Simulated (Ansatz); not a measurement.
Consider the formal exchange of groups at a C–Si bond: `O[SiH2][SiH2]CCl` + `CC=S` → `CC(=S)CCl` + `O[SiH2][SiH3]`.

Computed with Ansatz on PBE0-D4/def2-TZVP structures; ΔE is electronic, products minus reactants. CCSD(T)/CBS adds triple-zeta CCSD(T) − MP2 to the extrapolated MP2 energy (def2 sets, frozen cores). Functionals use def2-TZVPP. B3LYP here is the variant with VWN-RPA as its local correlation; programs differ in this. Each species was taken in one conformer, which may not be the lowest.

```json
{"level": "B2PLYP", "ΔE (kcal/mol)": "2.3"}
{"level": "B3LYP", "ΔE (kcal/mol)": "2.6"}
```

**Question.** What does CCSD(T)/CBS give? (Estimate.)

**Answer.** Computed: +2.5 kcal/mol. The listed levels differ from it by -0.2, 0.1 kcal/mol.

Largest T1 diagnostic among the species: 0.016.

At CCSD(T), def2-SVP lies −3.1 kcal/mol from the extrapolated value and def2-TZVPP −0.4 kcal/mol. Leaving LDA and LC-ωPBE aside and taking each functional with its dispersion term where it has one, the values, not all of them listed here, spread over 1.6 kcal/mol, from B97M-V to BHLYP-D4. LDA lies −2.4 kcal/mol from PBE without D4.
